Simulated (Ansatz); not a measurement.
GeMeF3 (CH3F3Ge). Total charge 0; singlet. Geometry PBE0-D4/def2-SVP; atoms count from 1.

```xyz
8

Ge   -0.127   -0.785   -0.259
C     0.163    1.007    0.333
H    -0.544    1.677   -0.175
H     1.192    1.307    0.092
H     0.008    1.061    1.419
F     0.965   -1.915    0.436
F     0.041   -0.974   -1.959
F    -1.696   -1.377    0.113
```

Question: Estimate the Mulliken populations from the PBE0/def2-TZVP orbitals of Ansatz.

Answer: 
| atom | charge (e) |
| --- | --- |
| Ge1 | 1.06 |
| C2 | -0.52 |
| H3 | 0.17 |
| H4 | 0.17 |
| H5 | 0.17 |
| F6 | -0.35 |
| F7 | -0.35 |
| F8 | -0.35 |
Mulliken values depend strongly on the basis.

Question: And the Mayer bond orders between heavy atoms (over 0.3)?

Answer: Ge1–C2 1.00 (1.91 Å); Ge1–F6 1.00 (1.72 Å); Ge1–F7 1.00 (1.72 Å); Ge1–F8 1.00 (1.72 Å).
